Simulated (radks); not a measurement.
Results of a calculation; reference values are marked as such.
Q: Excited configurations of the holmium ion Ho+: one electron is placed in a higher orbital outside [Xe] 4f11. The ground configuration is [Xe] 4f11 6s1. Level of theory: scalar-relativistic Kohn-Sham, r2SCAN, spin-polarised, spherical densities, finite nucleus; open shells are filled with parallel spins first (spin-orbit coupling, left out, can overturn this in heavy ions); meta-GGA in the generalised Kohn-Sham scheme; Fermi nuclear charge, rms radius 5.2022 fm (a radial shooting solver on a logarithmic mesh with Libxc functionals). Excitation = E - E(ground); binding = E(ion) - E, where the ion is the core of charge +2; n* = 2/sqrt(2 binding) in atomic units, and the quantum defect is n - n*.

| outer orbital | excitation (eV) | binding (eV) | n* | quantum defect | eigenvalue (eV) | <r> (bohr) |
|---|---|---|---|---|---|---|
| 5f | 8.382 | 3.407 | 3.996 | 1.004 | -2.437 | 8.950 |
| 6p | 3.575 | 8.214 | 2.574 | 3.426 | -6.430 | 4.724 |
| 6d | 7.158 | 4.631 | 3.428 | 2.572 | -3.474 | 7.572 |
| 6f | 9.525 | 2.264 | 4.903 | 1.097 | -1.731 | 15.40 |
| 7p | 7.482 | 4.308 | 3.554 | 3.446 | -3.441 | 9.346 |

Estimate the row for 5d.

A: excitation (eV) 2.441; binding (eV) 9.349; n* 2.413; quantum defect 2.587; eigenvalue (eV) -5.850; <r> (bohr) 2.921. The Delta-SCF ionisation energy is 11.790 eV (NIST Atomic Spectra Database: 11.78 eV, semi-empirical). Self-interaction in the functional shifts the binding energies and quantum defects, so they are the method's values and not measured ones. Open shells are spherical and high-spin; term and fine-structure splittings are not resolved. Spin-orbit splitting is averaged out at the scalar-relativistic level.
